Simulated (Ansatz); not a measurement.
The same path of CH6ClNSi2 (11 atoms, charge 0, multiplicity 1) was run twice with different band settings. Lost on the way: Si1–H8. Made: N2–H8.

All numbers below come from Ansatz, RKS r2SCAN/def2-SVP.

Relaxed end points:

```xyz
11
Properties=species:S:1:pos:R:3
Si -1.682 0.154 1.184
N -0.289 1.015 0.584
C 0.689 0.795 -0.149
Si 1.309 -0.721 -1.134
Cl 1.900 2.148 -0.443
H -2.884 0.897 0.716
H -1.768 -1.269 0.725
H -1.607 0.189 2.670
H 0.363 -1.856 -0.937
H 2.662 -1.074 -0.624
H 1.373 -0.336 -2.570
```

```xyz
11
Properties=species:S:1:pos:R:3
Si -1.881 -0.406 1.035
N -0.452 0.765 0.860
C 0.715 0.638 0.281
Si 1.125 -0.721 -0.972
Cl 1.993 1.727 0.762
H -2.931 0.633 0.694
H -1.679 -1.108 -0.297
H -0.517 1.575 1.488
H 1.064 -2.049 -0.293
H 2.502 -0.449 -1.462
H 0.125 -0.662 -2.074
```

Common settings: spring 5.0 eV/Å²; optimiser quadratic models (default); start path through a guess of the saddle point; force threshold 0.05 eV/Å; iteration limit 60; end points relaxed.

| run | movable images | climbing image |
| --- | --- | --- |
| 1 | 7 | yes |
| 2 | 6 | no |

(1) What does each run give, and how far can it be trusted?

Results:

(1) Run 1: converged after 26 iterations, highest image 2.567 eV above the first end. The profile has 2 maxima (images 2, 6) with wells between them (image 4): this band takes more than one step, which may be the mechanism or a detour left from its start path. Neighbouring images differ by up to 2.4 eV, so the band resolves the path poorly. A vibrational analysis at the climbing image gives one clearly imaginary mode, 1377i cm⁻¹: a first-order saddle point.
Run 2: converged after 39 iterations, highest image 2.039 eV above the first end. The profile has 3 maxima (images 1, 3, 5) with wells between them (images 2, 4): this band takes more than one step, which may be the mechanism or a detour left from its start path. A structure lower than the first end lies on the path between it and the top, so the climb from that side starts below the end, which may itself be a saddle point or a shallow side well. Neighbouring images differ by up to 2.0 eV, so the band resolves the path poorly. No image climbed, so the highest image needn't sit at the top of the path.
The orbitals stay closed-shell, which can raise the energy where a bond breaks towards radicals; this wasn't checked here.
